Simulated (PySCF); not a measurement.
Atoms are numbered as in `[O:1]1[SiH2:2][SiH2:3][SiH2:4][SiH2:5][SiH2:6]1`; H(Xn) means a hydrogen on atom n.

[PySCF 2.14: coordinates at the GFN2-xTB level; σ from GIAO-PBE0/pcSseg-1; a single conformation; in vacuum; relativity neglected; averaged over atoms made equivalent by symmetry, fast rotation or ring inversion]

Shifts are taken against calculated references (same method and geometry level): 1H (σ = 31.72 ppm) and 29Si (σ = 349.16 ppm) vs TMS; 17O (σ = 336.08 ppm) vs H2O.

| atoms | nucleus | count | δ (ppm) |
| --- | --- | --- | --- |
| H(Si2)/H(Si6) | 1H | 4 | 5.73 |
| H(Si4) | 1H | 2 | ? |
| Si4 | 29Si | 1 | -131.1 |
| O1 | 17O | 1 | -4.8 |
| Si2/Si6 | 29Si | 2 | ? |
| H(Si3)/H(Si5) | 1H | 4 | 3.33 |
| Si3/Si5 | 29Si | 2 | -139.5 |

Q: Estimate the values marked ?.

A: 
- H(Si4): 3.84 ppm, hydrogen on a silicon bonded to 2 Si, in a 6-membered ring
- Si2/Si6: -26.2 ppm, silicon bonded to O, Si, 2 H, in a 6-membered ring

Experimental scales use liquid or dissolved standards, which lie at an offset from isolated H2O (liquid H2O: subtract about 36 ppm).
